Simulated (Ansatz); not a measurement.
**Interaction energy ladder**

The pair of Cu⁺ (SMILES [Cu+], atom 1) and Cl⁻ (SMILES [Cl-], atom 2), both closed shells, in one local arrangement (a lower one may exist), relaxed at PBE0-D4/def2-TZVP:

```
2
angstrom
Cu -0.0000 -0.0000 -1.0380
Cl 0.0000 0.0000 1.0380
```

Program: Ansatz 0.2.0. Basis: def2-TZVPPD, with def2-QZVPPD for the basis limit. Cores are frozen in the correlated methods. The 3s and 3p shells of Cu and Zn are frozen; filled d shells are correlated. B3LYP uses VWN-RPA correlation. Extrapolation: Hartree–Fock as exp(−7.88 √X), correlation as X^−2.97. Interaction energies count from these two fragments, frozen as in the pair, with the counterpoise correction; negative means bound.

What is the interaction energy by CCSD(T) at an estimated basis limit (MP2 extrapolated from triple and quadruple zeta, plus CCSD(T) − MP2 in triple zeta)? (An estimate is asked for; the value comes from the calculation.)

The calculation gives: -743.7 kJ/mol. Hartree–Fock alone gives -641.5 kJ/mol at the basis limit. It counts from the two fragments frozen as in the pair.

The same quantity by other methods in triple zeta, and each one's difference from that estimate:
```csv
method,E_int (kJ/mol),difference
PBE-D4,-799.2,-55.5
revPBE-D4,-778.6,-34.9
BLYP-D4,-790.4,-46.7
r2SCAN-D4,-793.5,-49.8
B97M-V,-786.4,-42.6
PBE0-D4,-759.9,-16.2
B3LYP-D4,-762.5,-18.7
HSE06-D4,-759.5,-15.7
wB97X-V,-744.7,-1.0
wB97M-V,-743.5,0.2
B2PLYP,-746.5,-2.8
HF,-638.6,105.2
MP2,-727.0,16.7
CCSD,-703.2,40.6
CCSD(T),-715.2,28.5
```
Differences are method less estimate.

Which atoms make the shortest contact between the fragments?

Cu1 and Cl2, 2.08 Å apart.

Basis-set superposition shift (counterpoise-corrected less uncorrected): CCSD(T) 8.4; MP2 7.6; HF 1.0; PBE0-D4 1.3; wB97M-V 1.1 kJ/mol.

T1 diagnostic: at most 0.029.

For scale, one of the runs: CCSD(T)/def2-TZVPPD, 118 basis functions, launched by `ansatz run in.yaml --threads 2 --pin off --events-out ev --progress --plain --max-ram 5222MiB`. The run took about 2.4 s on 2 CPU threads of an AMD EPYC 9R45 (shared host).
